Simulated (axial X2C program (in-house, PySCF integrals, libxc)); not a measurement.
**RuC: from Re and ωe to a spectrum**

A bond curve at the TPSS level, two-component, was computed with an in-house relativistic program for diatomic molecules (basis Ru dyall-cv3z [12s12p8d5f3g], C dyall-v3z [7s6p2d1f] (cores contracted in-house)) for the state Ω = 3 (⟨Sz⟩ = 1.00, ⟨Lz⟩ = 2.00 at TPSS). Its fit gives Re = 1.6339 Å, ωe = 1068.2 cm⁻¹, ωexe = 4.76 cm⁻¹ and αe = 3.559e-03 cm⁻¹; the masses are 101.9043 and 12.0000 u. Two-component means X2C with spin–orbit coupling and atomic mean-field Coulomb and Gaunt terms.

Q: Find the reduced mass, Be and the force constant.

A: From the TPSS values: μ = 10.7358 u. Be = 16.8576/(μ Re²) = 0.5882 cm⁻¹. k = 5.8918×10⁻⁷ μ ωe² = 7.22 mdyn/Å.

Q: Where do the fundamental and the first overtone lie?

A: ν(1←0) = ωe − 2ωexe = 1058.7 cm⁻¹; ν(2←0) = 2ωe − 6ωexe = 2107.8 cm⁻¹.

Q: Estimate the centrifugal constant by the Kratzer relation.

A: D = 4Be³/ωe² = 7.13e-07 cm⁻¹.

Q: A Morse curve ties αe to the other constants (Pekeris). How well does that hold?

A: αe(Morse) = 6Be²/ωe × (√(ωexe/Be) − 1) = 3.585e-03 cm⁻¹; the TPSS curve gives 3.559e-03 cm⁻¹, a ratio of 1.01.

Q: The dipole moment p changes by 3.18 D/Å at Re. What harmonic infrared intensity follows?

A: I = 42.256 × (dp/dR)²/μ = 40 km/mol.

One determinant describes the state; a PBE0 search over occupations chose it and may have missed a lower one. Density functionals use the spin component along the axis (collinear). The functionals have no current-density term, which raises determinants with orbital currents, atoms included. With several unpaired electrons one determinant need not be a pure state. A state of lower Ω lies just above, and one determinant can place such states too high, so the state shown need not be the lowest. The search has Ω = 0 only 0.04 eV up. At some level and bond length an empty orbital lies below a filled one. The lowest spin-free determinant has another configuration (M_S = 0, Λ = 0), so the order of states is uncertain and this need not be the ground state.
